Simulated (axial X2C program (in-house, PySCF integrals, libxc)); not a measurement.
**Low determinants of GaGe at the PBE0 level, spin-free**

Calculated with an axial X2C code built on PySCF integrals. Spin-free means the one-electron spin-free X2C Hamiltonian. Basis: Ge dyall-cv3z [9s9p7d4f1g], Ga dyall-cv3z [9s9p7d4f1g] (cores contracted in-house); Gaussian nuclei, density fitting, unrestricted open shells. Masses: Ge 73.921 u, Ga 68.926 u.

Search at 2.450 Å (vertical energies from the lowest determinant):

| ΔE (eV) | state | electrons beyond evenly filled partner blocks | electrons in σ, π, δ, φ |
| --- | --- | --- | --- |
| 0.00 | M_S = 3/2, Λ = 0 | σα, π+α, π-α | 29 26 8 0 |
| 0.37 | M_S = 1/2, Λ = 0 | σβ, π+α, π-α | 29 26 8 0 |
| 0.82 | M_S = 1/2, Λ = 0 | σα, π+β, π-α | 29 26 8 0 |
| 0.82 | M_S = 1/2, Λ = 2 | σα, π+α, π+β | 29 26 8 0 |
| 1.12 | M_S = 1/2, Λ = 1 | π+α | 30 25 8 0 |
| 1.28 | M_S = 1/2, Λ = 1 | π+α, π+β, π-α | 28 27 8 0 |
| 2.55 | M_S = 3/2, Λ = 1 | 2 × π+α, π-α | 28 27 8 0 |

Lowest determinant, M_S = 3/2, Λ = 0 (beyond evenly filled blocks: σα, π+α, π-α): Re = 2.467 Å, ωe = 218.5 cm⁻¹.

The determinant in row 2 of the search, M_S = 1/2, Λ = 0 (beyond evenly filled blocks: σβ, π+α, π-α), was followed along the bond at PBE0; measured from the minimum of the lowest determinant it gives:

Te = 0.366 eV (2952 cm⁻¹), Re = 2.449 Å, ωe = 224.6 cm⁻¹.

(1) Compare the bond of the determinant in row 2 with that of the lowest one.

The search compares states at one distance, so a state with another bond length can lie lower; it is not exhaustive and yields mostly the lowest determinant of each block pattern, so other components and higher states of one pattern are missing. These are energies of single determinants, not of spin-adapted states; PBE0 term energies can be off by some tenths of an eV, and the functional has no current term. The lowest determinant need not be the ground state where others lie within half an eV. Row 2 is spin-contaminated (⟨S²⟩ = 1.77 against 0.75), so its values are not those of a pure state.

Results:

(1) At PBE0 its Re is 0.018 Å shorter and its force constant, which goes as ωe², is 1.06 times that of the lowest determinant. This determinant mixes spin states, so it has no term energy of its own.
